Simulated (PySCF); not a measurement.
C₇H₁₂SSi.
Cartesian coordinates in Å at the PBE0-D3(BJ)/def2-SVP level; atoms count from 1:
```
atom  x, y, z in Å
C1    -1.5546    0.7790    1.0057
C2    -1.6327    0.1195   -0.3702
C3    -3.0269   -0.4265   -0.6714
Si4   -0.3087   -1.2225   -0.5531
C5     1.3951   -0.5144   -0.2562
C6     2.2441   -0.7629    0.8038
C7     3.4412    0.0033    0.7675
C8     3.4932    0.8355   -0.3214
S9     2.0929    0.6761   -1.2965
H10   -2.2895    1.5966    1.0966
H11   -0.5568    1.2017    1.2014
H12   -1.7714    0.0551    1.8095
H13   -1.3791    0.8789   -1.1347
H14   -3.7890    0.3670   -0.5930
H15   -3.3106   -1.2189    0.0417
H16   -3.0959   -0.8531   -1.6846
H17   -0.5104   -2.2986    0.4680
H18   -0.3932   -1.8242   -1.9213
H19    2.0086   -1.4828    1.5903
H20    4.2334   -0.0583    1.5153
H21    4.2872    1.5272   -0.6023
```

The calculation used PySCF, TDDFT wB97X-D/def2-SVPD, vertical, gas phase, core orbitals frozen in the response.

Problem. What does the calculation give for the low-lying excited states?

Solution. 

```csv
state,λ (nm),E (eV),f,|μ| (D),"main configurations (H = HOMO, L = LUMO)"
S1,224.0,5.54,0.193,3.03,H→L (89%)
S2,215.8,5.74,0.094,2.08,H-1→L (82%)
S3,192.6,6.44,0.0023,0.31,H→L+2 (72%)
S4,189.5,6.54,0.0004,0.13,H-1→L+2 (67%)
S5,179.1,6.92,0.0032,0.35,"H→L+1 (51%), H→L+3 (32%)"
S6,174.7,7.10,0.0093,0.59,"H→L+1 (25%), H→L+4 (24%), H→L+7 (18%)"
S7,172.3,7.19,0.018,0.80,"H-2→L (55%), H-4→L (24%), H-3→L (9%)"
S8,170.3,7.28,0.0033,0.34,"H-1→L+1 (70%), H-1→L+3 (15%)"
S9,167.6,7.40,0.029,1.01,"H-2→L (24%), H-4→L (17%), H-3→L (16%)"
S10,164.9,7.52,0.214,2.74,"H→L+6 (48%), H→L+5 (26%)"
```

Triplets, Tamm–Dancoff:

```json
{"state": "T1", "E (eV)": "3.73", "λ (nm)": "332.8", "main configurations (H = HOMO, L = LUMO)": "H→L (90%)"}
{"state": "T2", "E (eV)": "4.49", "λ (nm)": "276.2", "main configurations (H = HOMO, L = LUMO)": "H-1→L (94%)"}
{"state": "T3", "E (eV)": "5.89", "λ (nm)": "210.5", "main configurations (H = HOMO, L = LUMO)": "H→L+6 (52%), H→L+5 (20%)"}
{"state": "T4", "E (eV)": "6.19", "λ (nm)": "200.2", "main configurations (H = HOMO, L = LUMO)": "H→L+2 (66%)"}
```

The lowest singlet comes at 224 nm (534 kJ/mol) in the ultraviolet; it is strong; its leading configuration is HOMO→LUMO (89%). The strongest level in the table is S10 at 7.52 eV (165 nm, f = 0.214). It is the last of those listed, so stronger ones may follow. Löwdin shares by element: HOMO carbon 77% or more (atoms not listed hold the other 23%); LUMO carbon 54% or more, sulfur 20% (atoms not listed hold the other 26%). Of the 10 states listed, 5 reach f = 0.01 and 1 stays under 0.0005. Weighted by f, the mean energy of these states is 6.51 eV. The oscillator strengths of these states sum to 0.565; summed over the whole spectrum of an exact calculation they would give the number of electrons, 84 (Thomas–Reiche–Kuhn). The vertical ionisation energy (ΔSCF) is 8.67 eV, 1.15 eV above S10. The window holds the lowest 10 singlets.

One conformer stands for the species.
